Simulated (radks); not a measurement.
Neutral titanium inside a hard spherical wall (all orbitals vanish at R), configuration held at [Ar] 3d2 4s2 and not refilled when levels cross. All-electron calculation, non-relativistic Kohn-Sham, LDA (Slater exchange, Perdew-Wang correlation), spin-polarised, spherical densities, point nucleus; open shells are filled with parallel spins first. Program: a radial shooting solver on a logarithmic mesh with Libxc functionals. Eigenvalues in eV for spin up, with the zero of energy where the potential of the charges vanishes at infinity; a dash marks a level that is unbound or too diffuse for the functional's potential to be trusted. A positive occupied level is held by the wall or, in an anion where self-interaction has pushed it up, behind a barrier. The pressure on the wall is -dE/dV.

\begin{tabular}{lrrrrrrrrr}
R (bohr) & E (hartree) & kinetic (hartree) & e(3s) & e(3p) & e(3d) & e(4s) & e(4p, empty) & e(5s, empty) & pressure (GPa) \\ \hline
free & -847.29539 & 846.078 & -62.045 & -39.318 & -5.164 & -4.753 & -1.649 & -0.073 & 0 \\
15 & -847.29539 & 846.078 & -62.045 & -39.317 & -5.163 & -4.752 & -1.645 & 0.287 & < 0.0001 \\
10 & -847.29447 & 846.087 & -61.972 & -39.245 & -5.095 & -4.695 & -1.502 & 1.898 & 0.0233 \\
8 & -847.28761 & 846.134 & -61.653 & -38.928 & -4.797 & -4.426 & -1.010 & 4.655 & 0.299 \\
7 & -847.27324 & 846.215 & -61.196 & -38.475 & -4.375 & -4.003 & -0.329 & 7.674 & 1.10 \\
3.5 & -846.25509 & 849.686 & -51.679 & -29.176 & 5.077 & 12.498 & 20.737 & 72.594 & 255 \\
3 & -845.24446 & 852.863 & -46.626 & -24.165 & 10.817 & 26.083 & 36.370 & 113.60 & 770 \\
2 & -836.07630 & 880.062 & -17.591 & 6.459 & 46.036 & 124.51 & 139.11 & 351.75 & 13300 \\
\end{tabular}
